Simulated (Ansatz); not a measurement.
Input for Ansatz (an electronic-structure program): R-wB97M-V/def2-TZVPP on GeH4O (SMILES [OH][GeH3]), atoms moved off the minimum.

Ansatz 0.2 input:
```yaml
crystal:
  periodic: [false, false, false]
  atoms:
    - {symbol: Ge, position_ang: [-0.30337973, 0.16081573, 0.12017751]}
    - {symbol: O, position_ang: [1.28329126, -0.42534117, -0.35506754]}
    - {symbol: H, position_ang: [-0.52198864, -0.16852778, 1.44309904]}
    - {symbol: H, position_ang: [-1.15151389, -0.86154195, -0.76772136]}
    - {symbol: H, position_ang: [-0.55164856, 1.59314869, -0.22322825]}
    - {symbol: H, position_ang: [1.99518139, 0.15285789, 0.08206664]}
basis:
  gaussian:
    orbitals: def2-TZVPP
hamiltonian:
  xc: {name: wB97M-V}
scf: {lower_state_search: off}
output: {forces: true}
```

Q: Give the final energy of this run.

A: -2154.5052 hartree.
